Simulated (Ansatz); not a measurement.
Relaxation of the cluster Fe3S2 with RKS B3LYP-D4/def2-SVP.

```sh
$ ansatz run in.yaml --threads 4 --pin off --events-out ev --progress --plain --max-ram 4787MiB
```

```yaml
crystal:
  periodic: [false, false, false]
  atoms:
    - {symbol: Fe, position_ang: [-1.233400, 0.118380, 0.168500]}
    - {symbol: Fe, position_ang: [0.389300, -1.466290, -0.070900]}
    - {symbol: Fe, position_ang: [1.009160, 0.725450, -0.134770]}
    - {symbol: S, position_ang: [-0.441130, 0.834040, -1.582330]}
    - {symbol: S, position_ang: [0.276080, -0.211580, 1.619490]}
basis:
  gaussian: {orbitals: def2-SVP}
hamiltonian: {xc: {name: B3LYP}, dispersion: d4}
scf: {lower_state_search: "off"}
output: {orbitals: {seedname: orbitals}}
relax: {f_tol: 0.02, max_steps: 100}
```

Run time 65 s (4 threads of AMD EPYC 7B13 on a shared host).

Positions (Å) and forces (eV/Å) at steps 1, 2, 3, 4, 5, 6, 7, 8, 9, 10, 11, 12, 13, 15 of 15:

```xyz
5
step=1 energy=-124811.3014 eV
Fe   -1.233    0.118    0.169   -1.130   -0.756    0.452
Fe    0.389   -1.466   -0.071   -0.039   -0.749   -1.135
Fe    1.009    0.725   -0.135    0.765    0.088   -0.452
S    -0.441    0.834   -1.582    0.191    0.737   -1.244
S     0.276   -0.212    1.619    0.212    0.680    2.379
5
step=2 energy=-124811.5290 eV
Fe   -1.245    0.071    0.166   -0.566   -0.422    0.107
Fe    0.388   -1.486   -0.073   -0.057   -0.199   -0.478
Fe    1.019    0.698   -0.155    0.309    0.002   -0.349
S    -0.443    0.897   -1.611    0.158    0.347   -0.470
S     0.281   -0.179    1.672    0.156    0.272    1.190
5
step=3 energy=-124811.6164 eV
Fe   -1.262    0.016    0.154   -0.303   -0.138    0.010
Fe    0.382   -1.496   -0.070    0.020    0.235    0.016
Fe    1.028    0.666   -0.186    0.209   -0.126   -0.046
S    -0.439    0.960   -1.624   -0.001    0.069   -0.127
S     0.291   -0.146    1.726    0.075   -0.041    0.146
5
step=4 energy=-124811.7568 eV
Fe   -1.298   -0.015    0.154    0.498   -0.207   -0.040
Fe    0.385   -1.462   -0.073    0.022    0.889    0.637
Fe    1.059    0.636   -0.202    0.241   -0.771    0.368
S    -0.434    0.971   -1.608   -0.657    0.460   -0.682
S     0.288   -0.130    1.730   -0.104   -0.371   -0.283
5
step=5 energy=-124811.8176 eV
Fe   -1.397   -0.135    0.141    0.825    0.465   -0.368
Fe    0.403   -1.304   -0.063   -0.314   -1.078    0.158
Fe    1.160    0.481   -0.266   -0.006    0.817    0.009
S    -0.439    1.042   -1.571   -0.288   -0.288    0.610
S     0.274   -0.083    1.760   -0.217    0.085   -0.409
5
step=6 energy=-124811.8848 eV
Fe   -1.235   -0.024    0.130   -0.268    0.134   -0.259
Fe    0.398   -1.415   -0.042    0.360    0.193    0.396
Fe    1.038    0.562   -0.205    0.106   -0.296   -0.436
S    -0.476    1.018   -1.630   -0.115    0.192    0.182
S     0.276   -0.141    1.747   -0.084   -0.222    0.117
5
step=7 energy=-124811.8690 eV rejected
Fe   -1.311   -0.038    0.074    0.770   -0.273    0.055
Fe    0.544   -1.487    0.073   -0.551    0.200    0.106
Fe    1.072    0.420   -0.327   -0.351    0.158    0.360
S    -0.517    1.183   -1.530   -0.041    0.050   -0.313
S     0.212   -0.078    1.710    0.172   -0.134   -0.208
5
step=8 energy=-124811.9608 eV
Fe   -1.244   -0.028    0.095    0.368   -0.068   -0.252
Fe    0.463   -1.448    0.024   -0.106    0.332    0.178
Fe    1.035    0.490   -0.262   -0.201   -0.242   -0.061
S    -0.504    1.108   -1.598   -0.094    0.060    0.101
S     0.250   -0.122    1.741    0.033   -0.082    0.035
5
step=9 energy=-124812.0628 eV
Fe   -1.198   -0.030    0.048    0.948   -0.346   -0.276
Fe    0.511   -1.464    0.090   -0.548    0.150   -0.072
Fe    0.997    0.411   -0.304   -0.439    0.010    0.077
S    -0.540    1.196   -1.583   -0.064    0.051    0.028
S     0.231   -0.112    1.749    0.103    0.136    0.244
5
step=10 energy=-124811.9018 eV rejected
Fe   -1.080   -0.066   -0.029   -2.086   -0.519    0.528
Fe    0.520   -1.487    0.168   -0.424   -0.927   -0.207
Fe    0.928    0.329   -0.344    2.229    1.529   -0.192
S    -0.591    1.312   -1.571    0.168   -0.286   -0.056
S     0.223   -0.088    1.776    0.113    0.204   -0.073
5
step=11 energy=-124812.1341 eV
Fe   -1.156   -0.078    0.018    0.533   -0.064   -0.053
Fe    0.467   -1.464    0.100   -0.264   -0.094   -0.095
Fe    0.995    0.412   -0.306   -0.312    0.137    0.112
S    -0.549    1.220   -1.573    0.012   -0.072    0.029
S     0.244   -0.090    1.761    0.030    0.093    0.006
5
step=12 energy=-124812.1564 eV
Fe   -1.112   -0.095    0.016   -0.244   -0.112    0.006
Fe    0.412   -1.464    0.081   -0.013   -0.030    0.041
Fe    0.982    0.453   -0.280    0.197    0.069   -0.039
S    -0.546    1.197   -1.591    0.030    0.043    0.031
S     0.264   -0.091    1.774    0.030    0.030   -0.039
5
step=13 energy=-124812.1597 eV
Fe   -1.119   -0.107    0.011   -0.027   -0.007    0.016
Fe    0.413   -1.469    0.087   -0.008   -0.060    0.017
Fe    0.988    0.448   -0.286    0.019    0.052    0.016
S    -0.545    1.208   -1.578    0.007    0.010   -0.009
S     0.263   -0.080    1.766    0.009    0.005   -0.041
5
step=15 energy=-124812.1601 eV
Fe   -1.118   -0.113    0.009   -0.002    0.007   -0.001
Fe    0.407   -1.474    0.090    0.005   -0.010    0.000
Fe    0.988    0.453   -0.284   -0.002    0.004   -0.001
S    -0.544    1.211   -1.575   -0.001    0.000   -0.002
S     0.266   -0.076    1.761    0.000   -0.001    0.004
```

The restricted singlet is unstable towards broken spin symmetry in Hartree–Fock (as tested in another run); at B3LYP-D4/def2-SVP this wasn't settled. Another isomer (singlet) lies 0.31 eV lower at PBE0-D4/def2-TZVP; other spin states weren't run for this one.
